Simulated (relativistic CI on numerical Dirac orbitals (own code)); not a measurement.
Spin-allowed bands of a d7 ion in a tetrahedral site, by hand

Problem. A d7 ion in a tetrahedral site has a 4A2 ground term and spin-allowed bands at ν1 = 3100 and ν2 = 5435 cm⁻¹ (from a computed ligand-field model). Find Δ and the Racah parameter B, and predict the third band.

Working.
1. The F term splits into A2 (−1.2Δ), T2 (−0.2Δ) and T1 (+0.6Δ), so ν1 = E(T2) − E(A2) = Δ = 3100 cm⁻¹.
2. T1(F) mixes with T1(P), which lies at 15B, through an element 0.4Δ. The two roots, counted from A2, are ν2,3 = ½(15B + 3Δ) ∓ ½√[(15B − Δ)² + 12BΔ].
3. Solving the lower root for B gives B = (2ν1² + ν2² − 3ν1ν2)/(15ν2 − 27ν1) = -1786275/-2175 = 821 cm⁻¹.
4. The sum of the roots is 15B + 3Δ, so ν3 = 15B + 3ν1 − ν2 = 16184 cm⁻¹ (618 nm).

Check. The bands were computed by exact diagonalisation of the d7 shell with B = 820 and Δ = 3100 cm⁻¹, which gives ν3 = 16165 cm⁻¹. C does not enter the terms of highest spin.
